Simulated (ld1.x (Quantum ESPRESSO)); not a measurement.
# Reading a pseudo-wave (tellurium (Te))

Columns: radius, all-electron u(r) and pseudo u(r) of the 5s shell (level -15.11 eV) of tellurium in the configuration [Ar] 3d10 4s2 4p6 4d10 5s2 5p4; PBE, scalar-relativistic, PAW scheme, ld1.x (Quantum ESPRESSO) 7.5.

```tsv
r (bohr)	all-electron	pseudo
0.082	-0.1761	-0.3441
0.165	0.1170	-0.6591
0.248	0.2606	-0.9111
0.330	0.1109	-1.0770
0.413	-0.1301	-1.1497
0.495	-0.3139	-1.1273
0.578	-0.3961	-1.0193
0.660	-0.3799	-0.8463
0.742	-0.2927	-0.6301
0.825	-0.1612	-0.3914
0.908	-0.0107	-0.1551
0.990	0.1396	0.0588
1.072	0.2804	0.2429
1.155	0.4071	0.3948
1.238	0.5150	0.5135
1.320	0.6023	0.6032
1.402	0.6713	0.6716
1.485	0.7237	0.7237
1.568	0.7607	0.7607
1.650	0.7839	0.7839
1.733	0.7958	0.7958
1.815	0.7979	0.7979
1.898	0.7920	0.7920
1.980	0.7795	0.7795
2.062	0.7619	0.7619
2.145	0.7397	0.7397
```

Problem. How many radial nodes do the two functions have?

Solution. The all-electron 5s function has n − l − 1 = 4 (the table is too coarse to show those close to the nucleus); the pseudo-wave has 1, since 1 lower shell of the same l stays in the valence.

Problem. At about which radius was the pseudo-wave matched?

Solution. 1.50 bohr. The columns agree to 0.0005 from 1.40 bohr on; several derivatives are matched, so the curves merge somewhat inside the radius.

Problem. Is the pseudo-wave norm-conserving?

Solution. No, it belongs to a PAW set: the norm inside the radius is not constrained, and the difference is carried by the augmentation charge.
